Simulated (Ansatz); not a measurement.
FeO3(NH) (FeNO3H). Charge 0, multiplicity 1. Geometry PBE-D4/def2-SVP; atoms count from 1.

```xyz
6

Fe    0.380    0.063    0.137
O     0.901    0.773   -1.195
O     0.926    0.780    1.434
O     0.815   -1.472    0.082
N    -1.286    0.155    0.185
H    -1.737   -0.299   -0.643
```

The restricted singlet is unstable towards broken spin symmetry in Hartree–Fock (as tested in another run); at PBE0-D4/def2-TZVP this wasn't settled. At PBE0-D4/def2-TZVP a triplet of charge 0 lies 0.58 eV below the restricted singlet at the same geometry.

Question: Estimate the Mulliken populations from the PBE0/def2-TZVP orbitals of Ansatz.

Answer: 
```csv
atom,charge (e),d electrons
Fe1,1.02,6.07
O2,-0.34,–
O3,-0.32,–
O4,-0.34,–
N5,-0.31,–
H6,0.27,–
```
Mulliken values depend strongly on the basis.

Question: And the Mayer bond orders between heavy atoms (over 0.3)?

Answer: Fe1–O2 1.58 (1.60 Å); Fe1–O3 1.62 (1.58 Å); Fe1–O4 1.58 (1.60 Å); Fe1–N5 1.62 (1.67 Å).
